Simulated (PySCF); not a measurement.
Al(NHMe)(OH)2 (CH6AlNO2), SMILES C[NH][Al]([OH])[OH].

The structure is a stationary point at B3LYP-D3(BJ)/def2-SVP. The structure was generated by enumeration; whether it is a known compound was not checked. The values are those of a single conformer.

Method: PySCF with CAM-B3LYP/def2-TZVP.

The molecule is in vacuum.

| Item | Result |
|---|---|
| total energy | -489.52464 hartree |
| point group | Cs |
| highest occupied level | -8.04 eV |
| lowest empty level | 0.68 eV |
| orbital gap | 8.72 eV |
| dipole moment | 1.66 D |
| quadrupole, principal values (traceless, Buckingham form, about the centre of nuclear charge) | -3.77, -2.29, 6.06 D·Å |
| mean static polarisability | 48.6 bohr³ (7.20 Å³) |
| polarisability, principal values | 41.1, 47.3, 57.4 bohr³ |
